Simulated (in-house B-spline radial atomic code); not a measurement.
## Removing one electron from Bi²¹⁺

Closed shell [Kr] 4d10 4f14 5s2. Computed with a B-spline radial code for spherical atoms: Koopmans values of Dirac-Hartree-Fock plus a diagonal self-energy, in second order or with its direct term screened (direct RPA, with the hole-particle interaction, or full time-dependent Hartree-Fock), linearised in energy; no-pair Dirac-Coulomb Hamiltonian, finite nucleus. Shifts add to the Koopmans value (the ΔSCF shift is orbital relaxation alone); the final value takes TDHF screening with Breit and QED.

Command:
```bash
python run_mb.py task.json out
```
Settings (nuclear radius in fm, box in bohr, cutoff in hartree):
```
basis_form          2
Z                   83
core_configuration  [Kr] 4d10 4f14 5s2
rms_radius          5.5211
mass_number         209
speed_of_light      137.036
box_radius          4.524
lmax                7
intervals           58
virtual_cutoff      27556.0
```

Cost of the run: 64 s on 1 thread of Intel(R) Xeon(R) Platinum 8488C (shared host).

Energies in eV:

```csv
subshell,Koopmans,ΔSCF shift,second order,direct RPA,hole-particle,TDHF,Breit + QED,final
5s1/2,608.04,-0.477,?,?,?,?,?,?
```

Q: What does the self-energy do to 5s1/2?

A: It shifts the removal energy by 3.135 eV in second order, 2.258 with direct RPA, 2.479 with the hole-particle term and 2.605 with TDHF screening (quasi-particle weight 0.992); Breit and QED add -0.982 eV. The final value is 609.67 eV.
